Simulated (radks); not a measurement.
Effect of the nuclear size on neutral praseodymium, [Xe] 4f3 6s2. All-electron calculation, Dirac Kohn-Sham, BLYP, spin-unpolarised, spherical densities, finite nucleus; open shells are shared between the two j in proportion to 2j + 1; Fermi nuclear charge, rms radius 4.8919 fm. Program: a radial shooting solver on a logarithmic mesh with Libxc functionals. The rms radius is varied about that value; shifts are against it.

rms radius (fm)  total energy shift (eV)  density at nucleus (e/bohr^3)  1s1/2 shift (meV)  2s1/2 shift (meV)  5s1/2 shift (meV)  5p1/2 shift (meV)  6s1/2 shift (meV)  6p1/2 (empty) shift (meV)  4f7/2 shift (meV)
3.9184                             -4.21                      4.375e+05              -1750               -216              -1.54              0.224             -0.079                      0.061              0.334
4.4418                             -2.04                      4.258e+05               -846               -104             -0.746              0.108             -0.038                      0.029              0.162
4.8919                                 0                      4.171e+05              0.000              0.000              0.000              0.000              0.000                      0.000              0.000
5.2881                              1.92                      4.101e+05                797               98.3              0.703             -0.102              0.036                     -0.028             -0.153
5.6599                              3.83                      4.042e+05               1590                196               1.40             -0.204              0.072                     -0.055             -0.304

Slopes of the eigenvalues against <r^2> in GHz/fm^2, as finite differences over the two radii next to the reference (eigenvalue slopes, not the field-shift constants of lines): 1s1/2 48300, 2s1/2 5950, 5s1/2 42.5, 5p1/2 -6.19, 6s1/2 2.19, 6p1/2 (empty) -1.67, 4f7/2 -9.23.
